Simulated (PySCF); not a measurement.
Compound: CH₈OSeSi₂.
Bonds: C1–O2, O2–Si3, Si3–Se4, Se4–Si5. Hydrogens: H6, H7, H8 on C1; H9, H10 on Si3; H11, H12, H13 on Si5.

A GFN2-xTB structure was refined with PBE0-D3(BJ)/def2-SVP geometry optimisation, gas phase in PySCF 2.14.0. Its GFN2-xTB values:

```tsv
coordinate	GFN2-xTB
C1–O2	1.367 Å
C1–H6	1.126 Å
O2–Si3	1.624 Å
Si3–Se4	2.306 Å
Si3–H9	1.436 Å
Se4–Si5	2.277 Å
Si5–H11	1.461 Å
Si5–H13	1.429 Å
C1–O2–Si3	126.2°
O2–Si3–Se4	100.0°
Si3–Se4–Si5	100.0°
C1–O2–Si3–Se4	180°
O2–Si3–Se4–Si5	1°
```

Task: How do these coordinates change at the PBE0-D3(BJ)/def2-SVP level?

Result: 
```csv
coordinate,PBE0-D3(BJ)/def2-SVP (Å or °),change
Si5–H13,1.494,+0.065
Si3–H9,1.494,+0.058
O2–Si3,1.665,+0.041
C1–O2,1.403,+0.036
Si3–Se4,2.273,-0.033
Si5–H11,1.489,+0.028
C1–H6,1.105,-0.021
Se4–Si5,2.295,+0.018
Si3–Se4–Si5,94.6,-5.4
O2–Si3–Se4,104.0,+4.0
C1–O2–Si3,126.5,+0.3
O2–Si3–Se4–Si5,-2,-3
C1–O2–Si3–Se4,-178,+2
```

The energy falls by 25.4 kJ/mol over 5 energy and gradient evaluations, the largest force component goes from 0.0361 to 3.7e-04 Eh/bohr, and the atoms move by 0.066 Å rms after alignment. The bond that changes most is Si5–H13 (SiH3 silicon to Si–H hydrogen), which lengthens by 0.065 Å. Bonds longer at the end by more than 0.005 Å: 10 of 12; shorter: 2. Rotational constants go from 2806, 1323, 923.5 to 2842, 1300, 916.8 MHz.

The run used 136 basis functions and 34 SCF cycles in all. On an Arm Neoverse V2 with one thread, shared host, this took 56 s of wall time and 0.53 GiB of memory at its peak.

No PBE0-D3(BJ)/def2-SVP frequencies stand behind this structure, so it isn't proved a minimum. The numbers are those of one conformer.

Shape of the structure used: `[CH3:1][O:2][SiH2:3][Se:4][SiH3:5]`: C1–O2–Si3–Se4 -178°, O2–Si3–Se4–Si5 -2°.
